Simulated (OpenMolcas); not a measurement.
Dy2+: moving or changing the point charges

Dy2+ among 6 point charges of -1 e arranged as a trigonal prism (D3h), 2.34 Å from the ion, with a polar angle of 47.6° against the regular 49.1°.

```json
{
  "Program": "OpenMolcas 26.06",
  "Method": "CASSCF",
  "Basis": "ANO-RCC-VDZP [7s6p4d2f1g]",
  "Scalar Hamiltonian": "DKH2, point nucleus",
  "Active space": "10 electrons in 7 orbitals (4f)",
  "State averaging": "2S+1 = 5 even, 35 roots (32 in the spin-orbit step); 2S+1 = 3 even, 106 roots kept (CI in the orbitals of an earlier block); 2S+1 = 1 even, 41 roots kept (CI in the orbitals of an earlier block, 31 in the spin-orbit step)",
  "Spin-orbit coupling": "state interaction with AMFI integrals over the reference wave functions"
}
```

Runs around this geometry, states (labels of D3, the rotations of D3h). Energies in cm-1 above the lowest state or level, χT in cm3 K/mol.

```json
{"R (Å)": "2.34", "q (e)": "-0.5", "Ground state": "2S+1 = 5", "First state of that spin": "5E 12.6", "First gap with spin-orbit (degeneracies)": "7.8 (2, 2)", "Width of lowest J": "191", "χT at 300 K": "13.949"}
{"R (Å)": "2.34", "q (e)": "-1", "Ground state": "2S+1 = 5", "First state of that spin": "5E 35.8", "First gap with spin-orbit (degeneracies)": "23.5 (2, 2)", "Width of lowest J": "385", "χT at 300 K": "13.918"}
{"R (Å)": "2.5", "q (e)": "-1", "Ground state": "2S+1 = 5", "First state of that spin": "5E 38.3", "First gap with spin-orbit (degeneracies)": "25.4 (2, 2)", "Width of lowest J": "318", "χT at 300 K": "13.932"}
{"R (Å)": "2.7", "q (e)": "-1", "Ground state": "2S+1 = 5", "First state of that spin": "5E 38.1", "First gap with spin-orbit (degeneracies)": "25.5 (2, 2)", "Width of lowest J": "254", "χT at 300 K": "13.943"}
```

Taking the width of the lowest J multiplet as R^-n, n = -ln(254 / 385) / ln(2.7 / 2.34) = 2.9 between the shortest and longest distance.

Scaling the charges by -0.5 / -1 = 0.50 scales the width of the lowest J multiplet by 191 / 385 = 0.50; with fixed orbitals a first-order splitting would follow the charge.

High states are left out of the spin-orbit mixing, which shifts the levels that they would mix with. This is an electrostatic model: the charges have no orbitals. An unlabelled pair can be two single states that coincide in this model. A group larger than the point group allows holds several states that coincide in this model. No measured value stands beside these numbers.

A state without a sure symmetry label is named by its multiplicity alone.
